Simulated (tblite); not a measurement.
Compound: C4H10B2F2O.
Geometry (GFN2-xTB, Å), atoms numbered from 1 in this order:
```
atom  x, y, z in Å
B1     1.7918    1.0716    0.1213
O2     0.6091    0.0589    0.3849
C3     0.7374   -1.3541    0.3391
C4    -0.7138   -1.8639    0.2326
C5    -1.5489   -0.5899   -0.0113
C6    -0.4884    0.4087   -0.4683
B7    -0.6126    2.0144   -0.2612
F8    -0.7893    2.8058   -1.3167
F9    -1.1011    2.5000    0.8775
H10    2.4756    1.0859    1.0821
H11    2.3312    0.8139   -0.9028
H12    1.1038    2.1041    0.0064
H13    1.2480   -1.6745    1.2487
H14    1.3339   -1.6516   -0.5318
H15   -1.0260   -2.3728    1.1421
H16   -0.8138   -2.5617   -0.5971
H17   -2.3273   -0.7362   -0.7551
H18   -2.0079   -0.2428    0.9145
H19   -0.2115    0.1934   -1.5124
```

Calculated harmonic vibrations of the isolated species, GFN2-xTB (tblite), most abundant isotopes, no scaling. The method is semi-empirical: single wavenumbers can be off by several per cent or more. Modes of hydrogen on boron can be 10 to 20 % off. One conformer, not necessarily the lowest.

Harmonic wavenumbers (cm⁻¹): 81.2, 90.0, 127.6, 173.1, 203.3, 265.3, 278.8, 337.4, 409.9, 423.8, 509.6, 526.9, 604.0, 729.8, 768.3, 826.7, 889.6, 904.9, 934.5, 973.3, 986.7, 1013.8, 1063.9, 1091.4, 1109.0, 1154.2, 1169.1, 1181.4, 1194.0, 1198.9, 1207.1, 1227.4, 1243.5, 1259.3, 1287.4, 1292.9, 1300.9, 1324.8, 1467.4, 1476.9, 1496.5, 2013.9, 2509.3, 2575.4, 2870.0, 2917.4, 2992.9, 3005.3, 3018.8, 3030.1, 3043.9.

A = 2619, B = 1170, C = 989.8 MHz; mass 134.089 u (most abundant isotopes); point group C1, symmetry number 1.

Question: Zero-point energy?

Answer: Half the sum of the wavenumbers: 31891 cm⁻¹ = 381.50 kJ/mol.

Question: Entropy at 500 K, 1 bar (ideal gas, RRHO, classical rotation)?

Answer: Translation 180.69, rotation 128.00, vibration 188.47: S = 497.2 J/(mol K).

Question: And Cp and H(500 K) − H(0)?

Answer: Cp = 239.38 J/(mol K), of which vibrations give 206.12 (their classical limit is 51 R = 424.0); H(500 K) − H(0) = 67.58 kJ/mol without the zero-point energy, 50.95 from vibrations.

Question: Blend soft modes into free rotors: weight 1/[1 + (100 cm⁻¹/ν̃)⁴] for the oscillator and the rest for a rotor with moment μB/(μ + B), μ = h/(8π²ν), B = 10⁻⁴⁴ kg m². What vibrational entropy results?

Answer: 180.29 J/(mol K) in place of 188.47, which changes −T·S at 500 K by +4.09 kJ/mol.

Question: How do the functions run with temperature in this model?

Answer: 
```json
{"T (K)": "150", "S (J/(mol K))": "313.9", "Cp (J/(mol K))": "92.8", "H − H(0) (kJ/mol)": "9.13", "G − H(0) (kJ/mol)": "-37.96", "ln q(vib)": "2.12"}
{"T (K)": "250", "S (J/(mol K))": "370.6", "Cp (J/(mol K))": "133.6", "H − H(0) (kJ/mol)": "20.41", "G − H(0) (kJ/mol)": "-72.26", "ln q(vib)": "4.41"}
{"T (K)": "298.15", "S (J/(mol K))": "396.0", "Cp (J/(mol K))": "155.3", "H − H(0) (kJ/mol)": "27.36", "G − H(0) (kJ/mol)": "-90.72", "ln q(vib)": "5.54"}
{"T (K)": "400", "S (J/(mol K))": "448.1", "Cp (J/(mol K))": "200.7", "H − H(0) (kJ/mol)": "45.52", "G − H(0) (kJ/mol)": "-133.72", "ln q(vib)": "7.97"}
{"T (K)": "600", "S (J/(mol K))": "543.7", "Cp (J/(mol K))": "271.2", "H − H(0) (kJ/mol)": "93.16", "G − H(0) (kJ/mol)": "-233.07", "ln q(vib)": "12.86"}
{"T (K)": "900", "S (J/(mol K))": "667.2", "Cp (J/(mol K))": "336.3", "H − H(0) (kJ/mol)": "185.20", "G − H(0) (kJ/mol)": "-415.30", "ln q(vib)": "20.02"}
```

q(vib) and H(0) count from the zero-point level.

Question: What must be added to the electronic energy to get the Gibbs energy at 500 K and 1 bar?

Answer: ZPE + [H(500 K) − H(0)] − T·S = 381.50 + 67.58 − 248.58 = 200.50 kJ/mol.

Hindered rotation and anharmonicity are outside this model. Other conformers, if any are populated, would add a mixing term that is left out. The structure is chiral; the term R ln 2 for an equal mix with its mirror image is left out.
